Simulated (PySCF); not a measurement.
## Potential energy of SeF⁺ along the bond

Set-up: PySCF, scalar-relativistic core potentials, basis sets Se cc-pVDZ-PP with ECP10, F cc-pVDZ. Energies in eV from Se⁺ + F in their ground configurations at the same level. State: ³Σ⁻ (triplet), unpaired electrons π ↑↑.

All columns are PBE0. A positive dipole points towards F; it is taken about the centre of mass and depends on that origin.

```
R (Å)  E (eV)  μ (D)  Mulliken charge on Se (basis-dependent)  HOMO (eV)  LUMO (eV)  Mayer bond order  ⟨S²⟩
1.461  -1.523  -1.18                                     1.05     -16.29     -11.72              1.37  2.00
1.529  -2.398  -1.50                                     1.09     -16.50     -11.94              1.34  2.00
1.597  -2.873  -1.80                                     1.12     -16.70     -12.13              1.31  2.00
1.648  -3.036  -2.00                                     1.13     -16.83     -12.27              1.30  2.00
1.699  -3.077  -2.19                                     1.15     -16.95     -12.39              1.28  2.00
1.750  -3.024  -2.37                                     1.16     -17.05     -12.51              1.27  2.00
1.818  -2.847  -2.59                                     1.16     -17.18     -12.64              1.25  2.00
1.903  -2.511  -2.82                                     1.17     -17.31     -12.78              1.23  2.01
2.005  -2.018  -3.04                                     1.16     -17.42     -12.91              1.19  2.02
2.141  -1.342  -3.14                                     1.13     -17.43     -12.93              1.04  2.13
```

A fit through these points gives, at Re = 1.693 Å, μ = -2.17 D and dμ/dR = -3.65 D/Å; the reduced mass is 15.35 u.

**Question.** How strong is the fundamental in the double-harmonic approximation, I = 42.26·(dμ/dR)²/μred km/mol?

**Answer.** I = 42.26·(-3.65)²/15.35 = 36.7 km/mol at PBE0.

⟨S²⟩ of the unrestricted solution departs from its pure value on part of the curve, where spin states mix. Spin–orbit coupling is left out. For an ion De counts to the pair picked by the measured ionisation energies or electron affinities, which need not be the lowest pair at this level. The state is the lowest determinant that a PBE0 search found; another state may lie lower at other levels.
